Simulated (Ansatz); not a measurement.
# Reading a saddle point

A first-order saddle point of SiHF3, singlet, PBE0-D4/def2-TZVP, with one imaginary mode of 1284i cm⁻¹:

```
atom    x (Å)    y (Å)    z (Å)
 Si1   0.1385  -0.5035   0.1432
  F2   1.4882  -0.3753  -0.6806
  F3  -0.8972  -1.0943  -0.9032
  H4  -0.3161   0.6725   1.2131
  F5  -0.4134   1.3007   0.2274
```

Ansatz 0.2.0; basis: def2-TZVPP and def2-QZVPP; cores frozen in the correlated methods. Extrapolation: Hartree–Fock as exp(−7.88 √X), correlation as X^−2.97.

Q: Which contacts change along the imaginary mode, and what lies on either side? (Judge from chemistry; the calculation decides.)

A: The calculation gives: The step is SiF₂ + HF → SiHF₃ ([F][SiH]([F])[F]), with the molecules in contact on both sides. Shortening one way: Si1–H4, Si1–F5; lengthening the same way: H4–F5.
```tsv
pair	one side (Å)	saddle (Å)	other side (Å)
Si1–H4	3.11	1.65	1.46
Si1–F5	2.62	1.89	1.57
H4–F5	0.92	1.17	2.50
```

Q: Which side is lower, and how far does the saddle lie above each? (An estimate is asked for; the value comes from the calculation.)

A: By the calculation: The side with Si1–H4, Si1–F5 short is lower by 70.07 kcal/mol; the saddle lies 92.82 kcal/mol above it and 22.75 kcal/mol above the other (CCSD(T) at an estimated basis limit (MP2 extrapolated from triple and quadruple zeta, plus CCSD(T) − MP2 in triple zeta); electronic energies).

No T1 diagnostic of these runs exceeds 0.015. The restricted Hartree–Fock reference is unstable towards an unrestricted one at one or more of these structures. The start structure is not quite a true minimum (one mode of 59i cm⁻¹).

Losses and insertions of silylenes and their heavier kin drive the gas-phase chemistry of silicon and germanium vapour deposition.

Labels in which every atom is bracketed show which atoms are joined, not bond orders.

For scale, one of the runs: CCSD(T)/def2-TZVPP, 149 basis functions (an equivalent command: `ansatz run in.yaml --threads 2`). The run took 11 s on 2 CPU threads (shared host), with 1.1 GiB of host memory at its peak.
